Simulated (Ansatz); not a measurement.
This geometry of CH4FNO2Si (10 atoms, charge 0, multiplicity 1) is a first-order saddle point.

All numbers below come from RKS B3LYP-D4/6-31G (Ansatz).

```xyz
10
Properties=species:S:1:pos:R:3
N 0.126 -1.723 -0.005
C -0.434 -0.463 -0.098
F -1.840 -0.489 -0.389
O 0.188 0.372 -1.110
Si 0.486 1.633 0.131
O -0.276 0.337 1.107
H 0.302 -2.217 -0.865
H -0.089 -2.270 0.814
H -0.307 2.890 -0.018
H 1.928 1.880 0.436
```

(1) Which two structures does it join? (They come from a converged band through this point; their orientation in space is the band's.)

(2) How far does it lie above each of them?

Results:

(1) No bond is made or broken. The dihedral H7–N1–C2–F3 goes from 169 to -23°. The two ends are copies of one structure, up to a mirror image or an exchange of like atoms.

Initial state:

```xyz
10
Properties=species:S:1:pos:R:3
N -0.060 -1.797 -0.051
C -0.425 -0.478 -0.040
F -1.839 -0.409 -0.076
O 0.147 0.316 -1.110
Si 0.509 1.653 0.036
O -0.004 0.349 1.135
H 0.901 -2.044 -0.201
H -0.711 -2.494 0.266
H -0.391 2.840 -0.072
H 1.957 2.012 0.116
```

Final state:

```xyz
10
Properties=species:S:1:pos:R:3
N -0.062 -1.798 -0.051
C -0.424 -0.478 -0.040
F -1.837 -0.406 -0.078
O 0.151 0.316 -1.110
Si 0.510 1.653 0.037
O -0.002 0.348 1.135
H -0.717 -2.494 0.262
H 0.899 -2.047 -0.197
H -0.391 2.840 -0.072
H 1.957 2.014 0.117
```

(2) 7.6 kJ/mol above the first and 7.6 kJ/mol above the second. This is the barrier of this one path; another mechanism may lie lower. Limits of this set-up: no polarisation functions.

Time of the run: 4 min on 1 thread of Arm Neoverse V1, with other jobs on the host, peak memory 0.15 GiB.
